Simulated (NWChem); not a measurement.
# SiN$_{3}$H$_{6}$F; SMILES F[Si](N)(N)N

```xyz
11

N     -0.8144     1.3763    -0.6785
Si    -0.0305     0.0055     0.0400
N     -1.3033    -1.0225     0.5592
N      1.0878    -1.0342    -0.7836
F      0.9224     0.7089     1.1855
H     -0.2826     2.2444    -0.7716
H     -1.4231     1.2377    -1.4876
H     -1.0936    -1.9545     0.9192
H     -2.1444    -0.6226     0.9773
H      0.7741    -1.5567    -1.6040
H      2.0491    -0.7092    -0.9090
```
Atoms are numbered in this order, from 1.

The geometry was optimised at PBE-D3(BJ)/def2-SVP.

 Unshifted, non-relativistic core excitations; the lowest 4 roots alone, so stronger bands may lie above.

Question: List the first Si K-edge excitations from B3LYP/6-311G** (spherical d), restricted-window TDA (NWChem).

Answer: 
```
state  energy (eV)  dipole oscillator strength           leading excitation (squared amplitude)
-----  -----------  --------------------------  -----------------------------------------------
S1          1799.1                      0.0000    1s of atom 2 or its equivalents → LUMO (0.99)
S2          1800.4                      0.0007  1s of atom 2 or its equivalents → LUMO+1 (0.98)
S3          1800.4                      0.0017  1s of atom 2 or its equivalents → LUMO+2 (0.80)
S4          1800.6                      0.0033  1s of atom 2 or its equivalents → LUMO+4 (0.78)
```
